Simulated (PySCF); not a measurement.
**Computed vibrations of Nd2O2F2**

Nd2O2F2 (singlet in the valence; each metal's 4f electrons, 3 of them, lie in its core potential, out of spins and levels). PySCF 2.14.0, RKS PBE0, Nd lcecp-1-SVP with ECP49, O def2-SVP, F def2-SVP; non-relativistic Hamiltonian with scalar-relativistic core potentials where named; density fitting; no spin-orbit coupling. Central differences of gradients.

```xyz
6

Nd    0.0000    0.0000    1.6398
Nd    0.0000    0.0000   -1.6398
O     1.3711    0.0000    0.0000
O    -1.3711    0.0000    0.0000
F     0.0000    0.0000    3.7810
F     0.0000    0.0000   -3.7810
```

Run from Python with OMP_NUM_THREADS=2. Where DIIS fails, smearing, a level shift and second-order steps follow.
It took 100 s on 2 threads of Arm Neoverse V1, on a shared host.

(1) What are the harmonic wavenumbers and infrared intensities?

(2) Is this a minimum?

An lcecp potential fixes the number of 4f electrons, so in runs with it no electron can move into or out of that shell.

Results:

(1) Modes are labelled in D2h; negative numbers are unstable modes, those under 60 cm⁻¹ near the noise; a finer grid moves soft modes by up to 10 cm⁻¹.
```json
{"cm⁻¹": "-79", "km/mol": "–", "symmetry": "b2g"}
{"cm⁻¹": "-57", "km/mol": "–", "symmetry": "b3u"}
{"cm⁻¹": "84", "km/mol": "0.0", "symmetry": "b3g"}
{"cm⁻¹": "87", "km/mol": "22.7", "symmetry": "b2u"}
{"cm⁻¹": "204", "km/mol": "97.2", "symmetry": "b3u"}
{"cm⁻¹": "206", "km/mol": "0.0", "symmetry": "ag"}
{"cm⁻¹": "369", "km/mol": "0.0", "symmetry": "b3g"}
{"cm⁻¹": "492", "km/mol": "504.2", "symmetry": "b1u"}
{"cm⁻¹": "512", "km/mol": "0.0", "symmetry": "ag"}
{"cm⁻¹": "535", "km/mol": "234.8", "symmetry": "b2u"}
{"cm⁻¹": "580", "km/mol": "0.0", "symmetry": "ag"}
{"cm⁻¹": "603", "km/mol": "443.8", "symmetry": "b1u"}
```

(2) No: 2 unstable; the lowest moves the atoms so:
```
Nd   0.00 -0.21  0.00
Nd   0.00  0.21  0.00
O    0.00  0.00  0.00
O    0.00  0.00  0.00
F    0.00  0.68  0.00
F    0.00 -0.68  0.00
```
